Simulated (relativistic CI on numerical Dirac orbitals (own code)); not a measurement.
**W7+: computed level list**

Method of calculation: Dirac-Coulomb-Breit CI, KLI orbitals optimised for each configuration, a model potential for QED, unscaled Slater integrals (own radial code, finite nucleus).

CI space (outside the closed core [Kr] 4d10): 4f¹³5s²5p⁶, 4f¹⁴5s²5p⁵, 4f¹³5s²5p⁵5d, 4f¹⁴5s5p⁶, 4f¹²5s²5p⁶5d, 4f¹³5s5p⁶5d, 4f¹³5s²5p⁵5f, 4f¹³5s²5p⁵6s, 4f¹²5s²5p⁶6s, 4f¹³5s²5p⁵5g, 4f¹³5s5p⁶5f, 4f¹³5s²5p⁵6p, 4f¹²5s²5p⁶6p, 4f¹³5s5p⁶5g, 4f¹²5s²5p⁶5f, 4f¹⁴5p⁶5d, 4f¹³5s²5p⁵6d, 4f¹²5s²5p⁶6d, 4f¹¹5s²5p⁶5d6p, 4f¹³5p⁶5d², 4f¹⁴5p⁵5d², 4f¹³5p⁵5d³, 4f¹²5p⁶5d³, 4f¹³5p⁵5d²5f. Double excitations out of closed p, d and f shells are left out; levels of such configurations are missing from the list, as are those of other unlisted configurations, and high levels can miss mixing partners. These lack a partner that the ground configuration has and come out too high: 4f¹³5s²5p⁵6s, 4f¹²5s²5p⁶6s, 4f¹³5s²5p⁵5g, 4f¹³5s²5p⁵6p, 4f¹²5s²5p⁶6p.

The lowest level is 4f¹³5s²5p⁶ ²F°7/2, with 100 % of that term; Hund's rules for 4f¹³5s²5p⁶ give ²F° with J = 7/2, in agreement.

```tsv
No.	Configuration	Term	J	E (eV)	%	Next component (%)	jj configuration (%)
1	4f¹³5s²5p⁶	²F°	7/2	0.0000	100		4f7/2^7 (100)
2	4f¹⁴5s²5p⁵	²P°	3/2	1.4941	100		5p3/2^3 (100)
3	4f¹³5s²5p⁶	²F°	5/2	2.1257	100		4f5/2^5 4f7/2^8 (100)
4	4f¹⁴5s²5p⁵	²P°	1/2	12.4125	100		5p1/2 5p3/2^4 (100)
5	4f¹³5s²5p⁵5d	⁴D	7/2	40.6089	64	20 ⁴F	4f7/2^7 5p3/2^3 5d3/2 (93)
6	4f¹³5s²5p⁵5d	²G	7/2	41.4575	39	26 ⁴G	4f7/2^7 5p3/2^3 5d3/2 (83)
7	4f¹³5s²5p⁵5d	⁴P	5/2	41.6122	36	32 ⁴D	4f7/2^7 5p3/2^3 5d3/2 (77)
8	4f¹³5s²5p⁵5d	⁴G	9/2	41.6289	45	22 ⁴F	4f7/2^7 5p3/2^3 5d3/2 (82)
9	4f¹³5s²5p⁵5d	⁴P	5/2	42.2178	32	25 ²D	4f7/2^7 5p3/2^3 5d3/2 (77)
10	4f¹³5s²5p⁵5d	²P	3/2	42.4212	46	22 ⁴S	4f7/2^7 5p3/2^3 5d3/2 (88)
11	4f¹³5s²5p⁵5d	²S	1/2	42.4706	44	30 4f¹⁴5s5p⁶ ²S	4f7/2^7 5p3/2^3 5d3/2 (33)
12	4f¹³5s²5p⁵5d	⁴D	7/2	42.4742	48	23 ⁴F	4f7/2^7 5p3/2^3 5d3/2 (75)
13	4f¹³5s²5p⁵5d	⁴H	11/2	42.5367	36	26 ⁴G	4f7/2^7 5p3/2^3 5d3/2 (76)
14	4f¹³5s²5p⁵5d	⁴I	13/2	42.8306	48	30 ²I	4f7/2^7 5p3/2^3 5d3/2 (64)
15	4f¹³5s²5p⁵5d	⁴F	9/2	42.9273	33	31 ²H	4f7/2^7 5p3/2^3 5d3/2 (76)
16	4f¹³5s²5p⁵5d	⁴I	15/2	42.9631	98	2 4f¹²5s²5p⁶5d ⁴I	4f7/2^7 5p3/2^3 5d5/2 (98)
17	4f¹³5s²5p⁵5d	⁴G	5/2	43.0824	65	12 ²D	4f5/2^5 4f7/2^8 5p3/2^3 5d3/2 (92)
18	4f¹³5s²5p⁵5d	⁴F	9/2	43.1201	56	22 ⁴G	4f7/2^7 5p3/2^3 5d3/2 (68)
19	4f¹³5s²5p⁵5d	⁴G	11/2	43.3720	64	24 ²H	4f7/2^7 5p3/2^3 5d5/2 (90)
20	4f¹³5s²5p⁵5d	⁴D	3/2	43.4020	38	21 ²D	4f7/2^7 5p3/2^3 5d5/2 (65)
21	4f¹³5s²5p⁵5d	²F	5/2	43.4315	44	24 ²D	4f7/2^7 5p3/2^3 5d5/2 (83)
22	4f¹³5s²5p⁵5d	²F	7/2	43.4614	36	29 ⁴D	4f7/2^7 5p3/2^3 5d5/2 (82)
23	4f¹³5s²5p⁵5d	⁴F	9/2	43.4695	37	26 ²G	4f7/2^7 5p3/2^3 5d5/2 (82)
24	4f¹³5s²5p⁵5d	⁴H	13/2	43.5531	75	18 ²I	4f7/2^7 5p3/2^3 5d5/2 (64)
25	4f¹³5s²5p⁵5d	⁴G	11/2	43.5588	45	39 ²H	4f7/2^7 5p3/2^3 5d5/2 (71)
26	4f¹³5s²5p⁵5d	²D	3/2	43.6027	37	20 ⁴S	4f7/2^7 5p3/2^3 5d5/2 (49)
27	4f¹³5s²5p⁵5d	⁴D	5/2	43.7613	44	35 ²D	4f7/2^7 5p3/2^3 5d5/2 (40)
28	4f¹³5s²5p⁵5d	⁴G	7/2	43.8383	42	22 ²F	4f5/2^5 4f7/2^8 5p3/2^3 5d3/2 (76)
29	4f¹³5s²5p⁵5d	²P	1/2	44.0368	69	23 ⁴D	4f7/2^7 5p3/2^3 5d5/2 (42)
30	4f¹³5s²5p⁵5d	²D	5/2	44.1635	26	25 ⁴G	4f5/2^5 4f7/2^8 5p3/2^3 5d3/2 (68)
```

Energies count from the lowest computed level; ° marks odd parity. Filled j subshells are mostly left out of the jj labels.

The mean weight of the leading LS term, summed over parents, in these 30 levels is 55 %, and that of the leading jj configuration (from the same eigenvectors) 76 %, so jj coupling describes them better and the LS labels are nominal.

At this charge configurations can still be misplaced by up to about 7 % of their energy. Levels and lines within the n = 5 or 6 shells can be off by up to 10 % or somewhat more, and those that change n by about 2 %, since core polarisation is missing. Levels that differ in their count of f electrons can be misplaced by several ten thousand cm⁻¹, since the correlation energy of f electrons is missing or only estimated; rates across such gaps can be off by orders of magnitude.

LS names give the leading component of a level, which can be under half, so a name can repeat, a term be missing and a line seem to break the LS rules.
